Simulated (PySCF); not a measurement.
# `InChI=1S/C7H13B/c1-2-8-7-5-3-4-6-7/h2,7-8H,1,3-6H2`

Geometry (Å), atoms numbered from 1 in this order:
```xyz
21

C     3.782   -0.512   -0.110
C     2.487   -0.585   -0.418
B     1.459    0.521   -0.076
C    -0.075    0.274   -0.348
C    -0.669   -0.934    0.403
C    -2.188   -0.771    0.259
C    -2.433    0.724   -0.025
C    -1.053    1.386    0.043
H     4.489   -1.296   -0.339
H     4.188    0.350    0.396
H     2.155   -1.487   -0.925
H     1.834    1.532    0.385
H    -0.213    0.071   -1.420
H    -0.318   -1.886    0.008
H    -0.384   -0.877    1.455
H    -2.706   -1.099    1.160
H    -2.555   -1.378   -0.570
H    -3.126    1.165    0.691
H    -2.861    0.853   -1.020
H    -0.843    1.711    1.063
H    -0.979    2.253   -0.613
```

Method used: GIAO PBE/pcSseg-1 magnetisability, rotational g tensor and spin-rotation constants, non-relativistic, gas phase (PySCF 2.14.0). Geometry: GFN2-xTB.

(1) Give the nuclear spin-rotation constants along the inertial axes (H = +C I·J) beside the isotropic shieldings.

(2) How do the rotational constants and the g tensor change when H9, H10, H11, H12, H13, H14, H15, H16, H17, H18, H19, H20, H21 are replaced by deuterium?

Answers

(1) Rotational constants 5.5637, 0.9774, 0.8716 GHz. A star marks the isotopologue with that one atom substituted, in its own axes.
| atom | isotope | Caa (kHz) | Cbb (kHz) | Ccc (kHz) | mean (kHz) | σ (ppm) |
| --- | --- | --- | --- | --- | --- | --- |
| B3 | 11B | 2.405 | 0.398 | 0.220 | 1.008 | 17.3 |
| H9 | 1H | 0.114 | -0.024 | -0.082 | 0.003 | 24.7 |
| H10 | 1H | -0.462 | 0.019 | -0.035 | -0.159 | 25.0 |
| H11 | 1H | -0.521 | 0.043 | -0.031 | -0.170 | 24.2 |
| H12 | 1H | -0.436 | 0.055 | -0.042 | -0.141 | 24.4 |
| H13 | 1H | -0.529 | -0.122 | 0.026 | -0.208 | 30.1 |
| H14 | 1H | -0.440 | -0.015 | -0.074 | -0.176 | 29.6 |
| H15 | 1H | -0.601 | -0.107 | 0.021 | -0.229 | 30.5 |
| H16 | 1H | -0.422 | -0.077 | -0.022 | -0.174 | 29.7 |
| H17 | 1H | -0.539 | -0.075 | -0.006 | -0.207 | 29.8 |
| H18 | 1H | -0.170 | -0.100 | -0.041 | -0.103 | 29.7 |
| H19 | 1H | -0.459 | -0.111 | 0.012 | -0.186 | 29.9 |
| H20 | 1H | -0.597 | -0.101 | 0.022 | -0.225 | 30.1 |
| H21 | 1H | -0.576 | 0.003 | -0.063 | -0.212 | 29.4 |
| C1 | 13C* | 2.277 | 0.388 | 0.226 | 0.963 | 26.5 |
| C2 | 13C* | 2.208 | 0.401 | 0.223 | 0.944 | 29.3 |
| C4 | 13C* | 1.012 | 0.204 | 0.174 | 0.464 | 133.7 |
| C5 | 13C* | 0.849 | 0.149 | 0.178 | 0.392 | 150.9 |
| C6 | 13C* | 0.796 | 0.148 | 0.172 | 0.372 | 154.0 |

For the geometry as given, no vibrational averaging.

(2) Constants 4.0724, 0.8301, 0.7387 GHz; g -0.0410, -0.0062, -0.0016, against -0.0559, -0.0070, -0.0021 before.
